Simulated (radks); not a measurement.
The numbers below are computed, except where a source is named.
Numerical settings for the carbon ion C+, [He] 2s2 2p1. Level of theory: Dirac Kohn-Sham, PBE, spin-unpolarised, spherical densities, finite nucleus; open shells fill j = l - 1/2 first; Fermi nuclear charge, rms radius 2.4702 fm (a radial shooting solver on a logarithmic mesh with Libxc functionals). The defaults (mesh step 0.008 in ln r, mesh end at 40 bohr or more with all orbitals vanishing there, Anderson mixing 0.5 over 9 steps, residual threshold near 1e-9 with the energy settled to 1e-9 hartree or 1e-11 of itself, here a cap of 68 iterations) give E = -37.3660 hartree and 2p1/2 at -17.010 eV in 13 iterations. Run on one thread of a shared host, so times are rough (Arm Neoverse N1): 0.05 s of CPU time, 0.05 s wall, 13 iterations on 2189 mesh points. Changes against that run (0 stands for a change within the tolerance of the run):

setting,iterations,converged,E (mhartree),e(2p1/2) (meV),CPU (s)
mesh step in ln r 0.12,68,no,-2.34e+05,-,0.13
mesh step in ln r 0.02,13,yes,0,0,0.03
mesh step in ln r 0.05,13,yes,-0.00024,0,0.02
mesh end (bohr) 8,13,yes,+0.00668,+0.816,0.05
mesh end (bohr) 1,13,level above zero,+2e+04,+1.69e+05,0.03
residual threshold 1e-13,68,no,0,0,0.18
residual threshold 1e-16,68,no,0,0,0.18
mixing 0.2,15,yes,0,0,0.06
"linear mixing, mixing 0.5",30,yes,0,0,0.09
"linear mixing, mixing 1",21,yes,0,0,0.07
mixing history 2,18,yes,0,0,0.06
iteration cap 2,2,no,+22.4,-8.64e+03,0.01

Settled on a wrong energy, with an occupied level pushed above zero by the early mesh end: mesh end (bohr) 1 (+20 hartree). Apart from these: no run marked as converged misses the energy by more than 1 mhartree. A mesh that ends early acts as a hard wall.
